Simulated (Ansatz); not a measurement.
`OB(Cl)O[SiH3]` and `OB(F)O[SiH3]` differ in one element.

Ansatz, PBE0-D4/def2-TZVP geometries, multiplicity 1. Each molecule was computed in one conformer, which needn't be the lowest.

```tsv
property	`OB(Cl)O[SiH3]`
HOMO–LUMO gap (ωB97M-V/def2-TZVPP) / eV	13.03
ideal-gas entropy at 298 K and 1 bar (rigid rotor, harmonic PBE0-D4/def2-TZVP) / J/(mol·K)	351
size of the dipole moment (PBE/def2-TZVPP) / D	1.32
HOMO–LUMO gap (PBE0/def2-TZVPP) / eV	9.12
HOMO energy (ωB97M-V/def2-TZVPP) / eV	-11.43
HOMO–LUMO gap (PBE/def2-TZVPP) / eV	6.77
```

**Question.** Give the same properties after the change, and the shifts. (Best estimate.)

**Answer.** Ansatz gave: 
```tsv
property	`OB(F)O[SiH3]`	shift
HOMO–LUMO gap (ωB97M-V/def2-TZVPP) / eV	13.07	0.04
ideal-gas entropy at 298 K and 1 bar (rigid rotor, harmonic PBE0-D4/def2-TZVP) / J/(mol·K)	339	-12
size of the dipole moment (PBE/def2-TZVPP) / D	1.25	-0.07
HOMO–LUMO gap (PBE0/def2-TZVPP) / eV	9.25	0.13
HOMO energy (ωB97M-V/def2-TZVPP) / eV	-11.54	-0.11
HOMO–LUMO gap (PBE/def2-TZVPP) / eV	6.93	0.16
```

Dipoles are sizes alone; their direction can turn.
